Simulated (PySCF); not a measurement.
## Electron correlation in S²⁺ (sulfur, charge +2)

[Ne] 3s2 3p2, high-spin 3P determinant. Computed with PySCF 2.14 in def2-SVP (4s3p1d, 18 functions), with no relativity, point nucleus. Frozen: [Ne]; 4 electrons correlated.

MP2 pair energies summed by pair of shells (mhartree):

| pair | energy | share (%) |
| --- | --- | --- |
| 3s-3p | -32.60 | 60.4 |
| 3s-3s | -15.69 | 29.1 |
| 3p-3p | -5.71 | 10.6 |

Total MP2 correlation energy: -54.00 mhartree.

Same-spin part -8.62 and opposite-spin part -45.38 mhartree; SCS-MP2 scales them by 1/3 and 6/5 to -57.33 mhartree.

| level | correlation energy (mhartree) |
| --- | --- |
| CCSD | -75.58 |
| (T) | -0.89 |
| CCSD(T) | -76.47 |

Diagnostics: T1 = 0.0071, D1 = 0.0184, largest double amplitude 0.106.

Cost of the coupled-cluster step: 0.13 s of wall time on 1 thread of Neoverse-N1 (shared host), for 4 correlated electrons.

Iterations:

```
CC2 = 0
CCSD nocc = (np.int64(3), np.int64(1)), nmo = (13, 13)
frozen orbitals [[0, 1, 2, 3, 4], [0, 1, 2, 3, 4]]
max_cycle = 100
direct = 0
conv_tol = 1e-08
conv_tol_normt = 1e-06
diis_space = 8
diis_start_cycle = 0
Init t2, MP2 energy = -0.0539992950339629
Init E_corr(UCCSD) = -0.053999295037345
cycle = 1  E_corr(UCCSD) = -0.0688560095995768  dE = -0.0148567146  norm(t1,t2) = 0.04704
cycle = 2  E_corr(UCCSD) = -0.0731724467422821  dE = -0.00431643714  norm(t1,t2) = 0.0174509
cycle = 3  E_corr(UCCSD) = -0.0755869971408491  dE = -0.0024145504  norm(t1,t2) = 0.00761483
cycle = 4  E_corr(UCCSD) = -0.0755648598333106  dE = 2.21373075e-05  norm(t1,t2) = 0.0012265
cycle = 5  E_corr(UCCSD) = -0.075579881641791  dE = -1.50218085e-05  norm(t1,t2) = 0.000170848
cycle = 6  E_corr(UCCSD) = -0.0755751080805006  dE = 4.77356129e-06  norm(t1,t2) = 2.07001e-05
cycle = 7  E_corr(UCCSD) = -0.075576761324735  dE = -1.65324423e-06  norm(t1,t2) = 3.9418e-06
cycle = 8  E_corr(UCCSD) = -0.0755763746270738  dE = 3.86697661e-07  norm(t1,t2) = 1.03602e-06
cycle = 9  E_corr(UCCSD) = -0.0755763870057411  dE = -1.23786673e-08  norm(t1,t2) = 8.96779e-08
cycle = 10  E_corr(UCCSD) = -0.0755763888268678  dE = -1.82112664e-09  norm(t1,t2) = 1.62676e-08
UCCSD converged
E(UCCSD) = -396.2659323975608  E_corr = -0.07557638882686776
UCCSD(T) correction = -0.000893123372239314
```
